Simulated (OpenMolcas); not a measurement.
## Rh3+ in a ligand field

Rh3+ with 4 ligands (hydroxide) in tetrahedral coordination (S4) at 1.87 Å. A charge of +0.25 e stands 2.6 Å behind each ligand. Ligand basis ANO-RCC-VDZP.

```json
{
  "Program": "OpenMolcas 26.06",
  "Method": "SS-CASPT2, IPEA 0.25 Eh, imaginary shift 0.1 Eh (closed shells correlated: 4s 4p and the ligand valence shells)",
  "Basis": "ANO-RCC-VDZP [6s5p3d1f]",
  "Scalar Hamiltonian": "DKH2, point nucleus",
  "Active space": "6 electrons in 5 orbitals (4d)",
  "State averaging": "2S+1 = 5 even, 5 roots; 2S+1 = 3 even, 45 roots; 2S+1 = 1 even, 50 roots",
  "Spin-orbit coupling": "state interaction with AMFI integrals over the reference wave functions"
}
```

The lowest spin-free states, above the lowest:

| State | Degeneracy | E (cm-1) |
| --- | --- | --- |
| 2S+1 = 5 | 1 | 0 |
| 2S+1 = 3 | 1 | 55 |
| 2S+1 = 3 | 2 | 3100 |
| 2S+1 = 1 | 1 | 4080 |
| 2S+1 = 1 | 1 | 4840 |
| 2S+1 = 1 | 1 | 6150 |
| 2S+1 = 1 | 2 | 7960 |
| 2S+1 = 3 | 2 | 8330 |
| 2S+1 = 5 | 1 | 8570 |
| 2S+1 = 3 | 1 | 8790 |
| 2S+1 = 3 | 1 | 9920 |
| 2S+1 = 3 | 1 | 12200 |
| 2S+1 = 1 | 2 | 12330 |
| 2S+1 = 1 | 1 | 12460 |
| 2S+1 = 3 | 1 | 13070 |
| 2S+1 = 3 | 1 | 14250 |
| 2S+1 = 1 | 1 | 15210 |
| 2S+1 = 1 | 1 | 15480 |
| 2S+1 = 5 | 2 | 17750 |
| 2S+1 = 1 | 1 | 18100 |

The lowest levels with spin-orbit coupling:

```json
{"E (cm-1)": "0", "Degeneracy": "1", "2S+1": "5 (66 %)", "g": ""}
{"E (cm-1)": "130", "Degeneracy": "1", "2S+1": "5 (89 %)", "g": ""}
{"E (cm-1)": "260", "Degeneracy": "2", "2S+1": "5 (55 %)", "g": "0.00 0.00 0.94"}
{"E (cm-1)": "430", "Degeneracy": "1", "2S+1": "3 (75 %)", "g": ""}
{"E (cm-1)": "430", "Degeneracy": "1", "2S+1": "5", "g": ""}
{"E (cm-1)": "520", "Degeneracy": "2", "2S+1": "3 (62 %)", "g": "0.00 0.00 0.90"}
{"E (cm-1)": "2920", "Degeneracy": "1", "2S+1": "3 (85 %)", "g": ""}
{"E (cm-1)": "3370", "Degeneracy": "1", "2S+1": "3 (78 %)", "g": ""}
{"E (cm-1)": "3890", "Degeneracy": "2", "2S+1": "3 (89 %)", "g": "0.00 0.00 1.22"}
{"E (cm-1)": "4260", "Degeneracy": "1", "2S+1": "3 (85 %)", "g": ""}
{"E (cm-1)": "4520", "Degeneracy": "1", "2S+1": "3 (89 %)", "g": ""}
{"E (cm-1)": "4530", "Degeneracy": "1", "2S+1": "1 (80 %)", "g": ""}
{"E (cm-1)": "5170", "Degeneracy": "1", "2S+1": "1 (71 %)", "g": ""}
{"E (cm-1)": "6380", "Degeneracy": "1", "2S+1": "1 (85 %)", "g": ""}
{"E (cm-1)": "7870", "Degeneracy": "2", "2S+1": "1 (69 %)", "g": "0.00 0.00 0.23"}
{"E (cm-1)": "8840", "Degeneracy": "2", "2S+1": "3 (86 %)", "g": "0.00 0.00 1.60"}
{"E (cm-1)": "8840", "Degeneracy": "1", "2S+1": "3 (87 %)", "g": ""}
{"E (cm-1)": "8890", "Degeneracy": "1", "2S+1": "3 (77 %)", "g": ""}
{"E (cm-1)": "9090", "Degeneracy": "1", "2S+1": "3 (59 %)", "g": ""}
{"E (cm-1)": "9320", "Degeneracy": "2", "2S+1": "5 (79 %)", "g": "0.00 0.00 3.48"}
```

Electric-dipole absorption from the lowest level at this geometry, strongest bands:

```csv
E (cm-1),λ (nm),f
8840,1130,7.33e-05
10640,940,8.52e-05
10690,935,1.35e-04
13570,737,6.95e-04
13920,718,4.48e-05
14760,677,1.97e-04
18120,552,8.42e-04
18590,538,6.38e-04
18800,532,2.29e-04
19010,526,7.84e-04
19560,511,6.01e-05
21300,470,1.76e-04
21830,458,7.46e-05
22390,447,3.03e-04
22790,439,2.37e-04
23300,429,2.08e-04
```

Powder χT (cm3 K/mol): 0.0421 at 2 K, 0.211 at 10 K, 1.02 at 50 K, 1.71 at 100 K, 2.18 at 200 K, 2.3 at 300 K. The effective moment at 300 K is 2.828 √(χT) = 4.29 μB.

Over all roots computed the reference weight is 0.69 to 0.73; a low but even weight reflects the number of correlated electrons. Spin-orbit coupling mixes the spin-free states strongly: the lowest level takes only 65 % from its leading state, 2S+1 = 5. This shell can be high or low spin here, a state of another spin lies low, and with metal d orbitals alone active their balance is uncertain, so the ground spin may be wrong. The least metal-like active orbital is 75 % on the metal (Löwdin) and no ligand orbital is active, so the numbers are rough. Ligand-to-metal charge-transfer states are missing. With no ligand orbital active B as a rule stays too high, so bands that hang on it stand too high and its fall with covalency is understated. With one d shell and no ligand orbital active, 10Dq can be off by a tenth or more. No measured value stands beside these numbers; the geometry was imposed, not optimised, and the real ion may take another.

A state without a sure symmetry label is named by its multiplicity alone. With an even number of electrons the g values are those of a degenerate or nearly degenerate non-Kramers pair.
